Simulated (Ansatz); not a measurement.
Program: Ansatz. Geometries: PBE0-D4/def2-TZVP. ΔE: electronic, gas phase. CCSD(T)/CBS adds triple-zeta CCSD(T) − MP2 to the extrapolated MP2 energy (def2 sets, frozen cores). DFT in def2-TZVPP. Each species was taken in one conformer, which may not be the lowest.

Consider the substitution at a C–C bond: `CC(C)C(C)(C)C` + `BN[SiH2]F` → `BN(C)[SiH2]F` + `CC(C)C(C)C`.

(1) Is it downhill or uphill in electronic energy at CCSD(T)/CBS, and by how much? (Estimate.)

(2) What do these levels give: r2SCAN-D4, PBE0-D4, ωB97X-V, ωB97M-V, PBE, r2SCAN, MP2/def2-TZVPP, SCS-MP2/def2-TZVPP, CCSD/def2-TZVPP, CCSD(T)/def2-TZVPP, MP2/def2-QZVPP, SCS-MP2/def2-QZVPP? (Estimate.)

Largest T1 diagnostic among the species: 0.012.

Results:

(1) Computed: Uphill: ΔE = +0.41 eV.

(2) The calculation gave: r2SCAN-D4 0.37, PBE0-D4 0.34, ωB97X-V 0.36, ωB97M-V 0.39, PBE 0.28, r2SCAN 0.36, MP2/def2-TZVPP 0.45, SCS-MP2/def2-TZVPP 0.40, CCSD/def2-TZVPP 0.39, CCSD(T)/def2-TZVPP 0.40, MP2/def2-QZVPP 0.45, SCS-MP2/def2-QZVPP 0.40 eV.

From PBE to PBE0 (25 % exact exchange), in def2-TZVPP and without D4, ΔE moves by +0.03 eV. In def2-TZVPP, CCSD(T) changes the Hartree–Fock value by +0.12 eV (the triples alone add +0.02 eV) and MP2 by +0.17 eV. The D4 term adds +0.06 eV with B3LYP and +0.03 eV with PBE0; it sums over pairs of atoms, weighted by their polarisabilities, and B3LYP, whose exchange is more repulsive, gets the larger term.

B3LYP here is the variant with VWN-RPA as its local correlation; programs differ in this.
